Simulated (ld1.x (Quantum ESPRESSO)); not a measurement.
**V (Z = 23): excitation energies, all-electron against TM**

vanadium, norm-conserving Troullier–Martins (Kleinman–Bylander form), made with ld1.x (Quantum ESPRESSO) 7.5 (PBEsol, scalar-relativistic). Core [Ar], reference 3d3 4s2 4p0. Waves: 4s (bound): rc 2.55 bohr; 3d (bound): rc 1.75 bohr; 4p (bound, empty): rc 3.95 bohr. Local part: the p channel. Core correction: a·sin(br)/r model core, default radius (core density twice the valence density).

Energies are relative to the spin-unpolarised reference configuration 3d3 4s2 4p0; without spin polarisation the order of configurations can differ from experiment.

```
valence configuration  charge  ΔE all-electron (eV)  error AE − PS (meV)
          3d3 4s1 4p0      +1                 7.750                  -22
          3d3 4s0 4p0      +2                21.953                  -54
          3d2 4s0 4p0      +3                50.802                 -554
          3d1 4s0 4p0      +4                96.633                -1878
          3d2 4s2 4p1       0                 5.803                 -563
      3d3.5 4s1.5 4p0       0                 0.052                  -82
```

Problem. What are ΔE and the potential's error for 3d4 4s0 4p0?

Solution. ΔE = 7.164 eV all-electron; the error (AE − PS) is -348 meV.

Levels in the configuration 3d3 4s1 4p0:

```tsv
level	all-electron (eV)	pseudo (eV)
3d	-12.654	-12.731
4s	-10.902	-10.943
```

These tests converged, but a pseudo level misses the all-electron one widely, so the file describes the atom poorly there or has found another state: 3d2 4s0 4p0: empty 4s by 4.5 eV (a node warning on the way); 3d1 4s0 4p0: empty 4s by 9.9 eV.

Note: ghost state, extra bound levels that the all-electron valence spectrum of the same l lacks: s at -22.6 eV. A true bound ghost makes a file unfit for plane-wave use.
